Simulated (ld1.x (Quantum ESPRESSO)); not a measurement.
## Pseudopotential generation for Bi: TM, PBE, scalar-relativistic.

```
Element                 : Bi
Generator               : ld1.x (Quantum ESPRESSO) 7.5
Type                    : norm-conserving Troullier–Martins (Kleinman–Bylander form)
Functional              : PBE
Relativity              : scalar-relativistic
Frozen core             : [Xe] 4f14
Valence charge          : 15
Reference configuration : 5d10 6s2 6p3
Partial waves           : 6p (bound): rc 2.38 bohr; 5d (bound): rc 1.74 bohr; 6s (bound): rc 1.80 bohr
Local potential         : the s channel
Core correction         : Bessel-smoothed model core inside 0.85 bohr
```

Poles of the logarithmic derivatives, all-electron (AE) and pseudo (PS). s: poles at 0.2 (AE) and 0.1 (PS) Ry. p: poles at 2.0 (AE) and 1.8 (PS) Ry. d: poles at -1.9, 4.8 (AE) and -1.9 (PS) Ry. Test radius 2.59 bohr.

* Cutoffs needed: 55 Ry and 90 Ry (the cutoffs (Ry, on a coarse ladder) from which the occupation-weighted sum of valence levels, in a spherical-Bessel basis at the reference potential, stays within 10 and 1 mRy of its value at 400 Ry)
* Ghost test: no extra level below or beside the all-electron valence levels (p, d, s, f tested) (spherical-Bessel basis up to 400 Ry, 20 bohr box)
* Largest excitation error: -68 meV (all-electron minus pseudo) for 5d10 6s1 6p0, out of 7 test configurations
